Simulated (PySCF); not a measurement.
## C3H11FOSi2

The system: C3H11FOSi2, a molecule drawn to mimic a surface site (built as: C site whose three back bonds go to CH2SiH3, CH2SiH3, OH; end group F); neutral, singlet. The structure, one conformer, was relaxed in the gas phase by PBE0-D3(BJ)/def2-SVP. No frequency run checks that it is a minimum.

SMILES: OC(F)(C[SiH3])C[SiH3]

| atom | x (Å) | y (Å) | z (Å) |
| --- | --- | --- | --- |
| C1 | 0.392 | 0.322 | 0.527 |
| C2 | 0.911 | -0.324 | -0.743 |
| Si3 | 1.616 | 0.920 | -1.991 |
| C4 | -0.380 | -0.612 | 1.451 |
| Si5 | -2.141 | -1.019 | 0.889 |
| O6 | -0.363 | 1.423 | 0.155 |
| F7 | 1.492 | 0.777 | 1.242 |
| H8 | 1.690 | -1.051 | -0.470 |
| H9 | 0.103 | -0.884 | -1.240 |
| H10 | 2.547 | 1.883 | -1.336 |
| H11 | 2.383 | 0.140 | -3.013 |
| H12 | 0.533 | 1.664 | -2.696 |
| H13 | -0.443 | -0.133 | 2.445 |
| H14 | 0.192 | -1.541 | 1.601 |
| H15 | -2.664 | -2.136 | 1.733 |
| H16 | -3.039 | 0.162 | 1.064 |
| H17 | -2.168 | -1.446 | -0.542 |
| H18 | -0.681 | 1.866 | 0.951 |

Shieldings: GIAO PBE0/pcSseg-1. Shifts are against computed references at the same level: C TMS (σ 184.4 ppm), H TMS (σ 31.27 ppm), Si TMS (σ 352.0 ppm). Core levels by delta-SCF with SCAN, pcX-2 on the ionised atom and pcseg-1 elsewhere, spin-free X2C; from the vacuum level, for chosen atoms.

(1) Give the shieldings and core levels atom by atom.

(2) Which of C1, C2, C4 holds its core electrons tightest, and by how much against the loosest?

(3) By CAM-B3LYP/def2-SVPD (TDDFT singlets, Tamm-Dancoff triplets, ionisation by delta-SCF), where does absorption start, and what does vertical ionisation take?

Answers

(1) 
| atoms | bonded to | σ (ppm) | δ (ppm) | core level (eV) |
| --- | --- | --- | --- | --- |
| C1 | 2 C + 1 F + 1 O | 71.8 | 112.6 | 1s 294.54 |
| C2 | 1 C + 1 Si + 2 H | 163.8 | 20.6 | 1s 290.40 |
| Si3 | 1 C + 3 H | 424.5 | -72.5 | - |
| C4 | 1 C + 1 Si + 2 H | 158.5 | 25.9 | 1s 290.60 |
| Si5 | 1 C + 3 H | 421.0 | -69.0 | - |
| O6 | 1 C + 1 H | 208.8 | - | 1s 539.29 |
| F7 | 1 C | 267.2 | - | 1s 692.06 |
| H8 | 1 C | 30.27 | 0.99 | - |
| H9 | 1 C | 29.65 | 1.62 | - |
| H10 H11 H12 | 1 Si | 27.30 | 3.97 | - |
| H13 | 1 C | 29.80 | 1.46 | - |
| H14 | 1 C | 29.78 | 1.49 | - |
| H15 H16 H17 | 1 Si | 27.41 | 3.86 | - |
| H18 | 1 O | 29.48 | 1.78 | - |

Values are those of this one static structure, with the three H of a rotating XH3 group averaged; atoms that internal rotation interchanges would show their mean in an NMR spectrum.

(2) C1 (bonded to 2 C + 1 F + 1 O), by 4.13 eV over C2 (bonded to 1 C + 1 Si + 2 H).

(3) The lowest singlet lies at 8.01 eV (f 0.018), the strongest of the first 6 at 8.77 eV (f 0.034), the lowest triplet at 7.71 eV; vertical ionisation takes 10.90 eV.
